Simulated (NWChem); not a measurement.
System: BeH2O; SMILES [BeH][OH]

Program: NWChem. Coordinates come from a PBE0/def2-SVP optimisation. Vertical excitations in the gas phase.

**Question.** What does the run give for B3LYP/aug-cc-pVDZ, TDA? Quantities: lowest excitation, singlet (eV); lowest state with f > 0.02, singlet (eV); lowest triplet (eV); orbital gap (eV).

**Answer.** 
```
Quantity                                  Result
----------------------------------------  ------
lowest excitation, singlet (eV)             7.70
lowest state with f > 0.02, singlet (eV)    7.70
lowest triplet (eV)                         7.09
orbital gap (eV)                            8.29
```
